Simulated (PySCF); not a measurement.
C₅H₁₁Si, SMILES [Si](C)(C=C)([CH2])C, multiplicity 2.

Geometry: ωB97X-D3(BJ)/def2-SVP. The isomer is the one that the SMILES or the coordinates give; other isomers of the formula were not compared. One conformer was computed; it need not be the lowest.

Two levels are set side by side: PBE/def2-TZVP (PySCF) and B3LYP/def2-TZVP (PySCF). Same geometry, gas phase. Differences are taken from unrounded values.

| quantity | B3LYP | PBE | PBE minus B3LYP |
|---|---|---|---|
| α-spin orbital gap (eV) | 5.87 | 4.06 | -1.81 |
| β-spin orbital gap (eV) | 4.99 | 3.32 | -1.67 |
| dipole moment (D) | 0.11 | 0.15 | 0.04 |
| mean polarisability (bohr³) | 86.5 | 89.5 | 3.1 |

Loosely held outer electrons make PBE densities more polarisable. Differences between two approximate levels are no errors against the true value.

Rough cost on one machine, each run with all the roots and properties that it gave: B3LYP against PBE within a factor of 2.
